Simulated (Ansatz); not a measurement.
A nudged elastic band was laid between two geometries of AlF₂H₄NO (9 atoms, charge 0, multiplicity 1).

Computed with RKS B3LYP-D4/6-31G* in Ansatz.

| Quantity | Value |
| --- | --- |
| movable images | 7 |
| climbing image | yes |
| spring | 5.0 eV/Å² |
| optimiser | quadratic models (default) |
| start path | through a guess of the saddle point |
| force threshold | 0.03 eV/Å |
| iteration limit | 60 |
| end points | relaxed |

Image 0:

```xyz
9
Properties=species:S:1:pos:R:3
Al -0.529 0.325 -0.567
N 1.271 0.136 -0.332
F -1.249 -0.366 -1.892
F -1.244 1.682 0.085
H 0.168 -0.937 1.113
O -0.810 -0.919 0.951
H 1.813 -0.378 -1.020
H 1.818 0.943 -0.047
H -1.238 -0.486 1.711
```

Image 8:

```xyz
9
Properties=species:S:1:pos:R:3
Al -0.780 0.233 -0.231
N 1.223 0.000 -0.170
F -1.160 -0.386 -1.734
F -0.944 1.891 -0.121
H 1.419 -0.620 0.618
O -1.079 -0.731 1.170
H 1.589 -0.426 -1.023
H 1.705 0.886 -0.017
H -1.974 -0.848 1.508
```

(1) Which bonds break or form, and what moves?

(2) What energy profile does the band end with?

(3) What is the geometry of the highest image?

(4) What are the harmonic wavenumbers there?

Answers

(1) Bonds broken: H5–O6. Bonds formed: N2–H5.

(2) It converged. The highest image is number 2 of 0 to 8, 0.095 eV above the first end and 1.105 eV above the last; the last end lies 1.010 eV below the first. A vibrational analysis at the climbing image gives one clearly imaginary mode, 831i cm⁻¹: a first-order saddle point. The orbitals stay closed-shell, which can raise the energy where a bond breaks towards radicals; this wasn't checked here.

| image | path coordinate (Å) | energy (eV) | H5–O6 (Å) | N2–H5 (Å) |
| --- | --- | --- | --- | --- |
| 0 | 0.00 | 0.000 | 0.99 | 2.11 |
| 1 | 0.34 | 0.021 | 1.02 | 1.82 |
| 2 | 0.68 | 0.095 | 1.15 | 1.46 |
| 3 | 1.00 | -0.279 | 1.47 | 1.16 |
| 4 | 1.32 | -0.721 | 1.84 | 1.04 |
| 5 | 1.64 | -0.872 | 2.12 | 1.03 |
| 6 | 1.96 | -0.951 | 2.31 | 1.02 |
| 7 | 2.27 | -0.995 | 2.45 | 1.02 |
| 8 | 2.59 | -1.010 | 2.56 | 1.02 |

(3) 
```xyz
9
Properties=species:S:1:pos:R:3:forces:R:3
Al -0.675 0.321 -0.547 0.00 0.00 0.00
N 1.171 0.061 -0.213 0.00 0.00 0.00
F -1.286 -0.345 -1.934 0.00 0.00 0.00
F -1.276 1.782 -0.035 0.00 0.00 0.00
H 0.393 -0.682 0.781 0.00 0.00 0.00
O -0.724 -0.895 0.916 0.00 0.00 0.00
H 1.734 -0.491 -0.855 0.00 0.00 0.00
H 1.733 0.841 0.118 0.00 0.00 0.00
H -1.071 -0.592 1.770 0.00 0.00 0.00
```

(4) 831i, 161, 195, 232, 280, 365, 466, 532, 649, 702, 722, 763, 834, 845, 955, 1531, 1620, 1940, 3526, 3614, 3783 cm⁻¹.

Run time: 2.4 min on 2 threads of Intel(R) Xeon(R) Platinum 8488C (Sapphire Rapids) (shared host), peak memory 0.2 GiB.
